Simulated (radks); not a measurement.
Question: These are the eigenvalues of the occupied orbitals of an atom or ion with whole-number occupations (eV). All-electron calculation, scalar-relativistic Kohn-Sham, PBE, spin-unpolarised, spherical densities, point nucleus. Program: a radial shooting solver on a logarithmic mesh with Libxc functionals.

1s: -86664.92
2s: -18142.55
2p: -16121.71
3s: -6619.085
3p: -6028.975
3d: -5463.794

Which element is it, and in what charge state? The configuration may be excited.

Answer: Z = 80, mercury, charge +55: Hg55+ in [Ar] 3d7. The list shows which subshells hold electrons but not how many an open one holds; the 1s level, -3184.9 hartree, gives Z - s = 79.8 by -(Z - s)^2/2, which with screening and relativity narrows Z to a few neighbours, and the depths of the outer levels then fix element, charge and occupations together.
